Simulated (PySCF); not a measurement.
SMILES C[SiH2][O][Al]([OH])[OH], PBE0/def2-SVP optimised geometry. Atoms within 1.6 Å of the plane z = 0.0 Å (x, y, z in Å): Si1 (-1.62, 1.23, 0.04), C2 (-1.14, 2.88, -0.71), O3 (-0.34, 0.19, 0.00), Al4 (0.54, -1.25, 0.00), O5 (2.24, -1.25, 0.00), O6 (-0.28, -2.73, 0.00), H7 (-2.78, 0.66, -0.71), H8 (-2.04, 1.44, 1.47), H9 (-0.31, 3.34, -0.16), H11 (-1.99, 3.58, -0.68), H12 (2.78, -0.46, 0.01), H13 (0.17, -3.58, 0.00).

Calculation: PBE0/def2-TZVP in PySCF. Cells within 0.4 Å of a nucleus heavier than hydrogen are left out (blank, or x).

Map of the deformation density (molecule minus spherical neutral atoms) (e/bohr³) on the plane z = 0.0 Å:

```
|222222222222222222222222222|
|222222222222222222222222222|
|222222222222222222222222222|
|222222221111112222222222222|
|222222211111111222222222222|
|222222111112211122222222222|
|222222111213711122222222222|
|222222111223311122222222222|
|222221111253211122222222222|
|222221110132111122222222222|
|222221111xx0111122222222222|
|222221233xx3422211111222222|
|222221232027x62111111122222|
|222222121124xx3111100112222|
|222222111112552122490112222|
|22222221111122x146x61112222|
|22222222211101x145x31122222|
|222222222111232112432222222|
|222222222222384111222222222|
|222222222224xx3111222222222|
|222222222222393111222222222|
|222222222221130112222222222|
|222222222221100112222222222|
|222222222221111122222222222|
|222222222222222222222222222|
|222222222222222222222222222|
|222222222222222222222222222|
```
Scale: ten equal steps from -0.022 (start of '0') to 0.083 (end of '9'), in the order '0123456789'; x runs from -6.00 to 6.00, y from -6.00 (bottom) to 6.00 (top).
